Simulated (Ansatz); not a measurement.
Compare A (`[CH3][GeH]([F])[SiH3]`) with its isomer B (`C[SiH](F)[GeH3]`).

Program: Ansatz. Geometries: PBE0-D4/def2-TZVP. ΔE: electronic, gas phase. CBS: MP2 limit from def2 TZ/QZ plus the TZ coupled-cluster correction, frozen cores. DFT in def2-TZVPP. B3LYP here is the variant with VWN-RPA as its local correlation; programs differ in this. For Ge outer-core shells are correlated without core-valence functions, which leaves a few kJ/mol of doubt a bond. Scalar relativity is left out up to krypton.

Task: Which is lower in electronic energy at CCSD(T)/CBS, and by how much? (Estimate.)

Result: Ansatz gave: B, by 19.7 kcal/mol.

Task: Give E(B) − E(A) in kcal/mol with HF/def2-TZVPP, B3LYP-D4, LDA (SPW92), CCSD/def2-TZVPP, ωB97M-V, CCSD(T)/def2-TZVPP, BLYP-D4. (An estimate is asked.)

Result: The calculation gave: HF/def2-TZVPP -18.6, B3LYP-D4 -19.0, LDA (SPW92) -21.2, CCSD/def2-TZVPP -18.8, ωB97M-V -19.8, CCSD(T)/def2-TZVPP -18.6, BLYP-D4 -18.1. None reverses the order clearly.

Task: Does the order hold for the free energy at 298.15 K (harmonic terms from PBE0-D4)? (Estimate.)

Result: Ansatz gave: Yes: G(B) − G(A) = -19.5 kcal/mol.

Largest T1 diagnostic: 0.012.

From BLYP to BHLYP (50 % exact exchange), in def2-TZVPP and without D4, E(B) − E(A) moves by −1.9 kcal/mol. At CCSD(T), def2-SVP lies +4.2 kcal/mol from the extrapolated value and def2-TZVPP +1.2 kcal/mol.
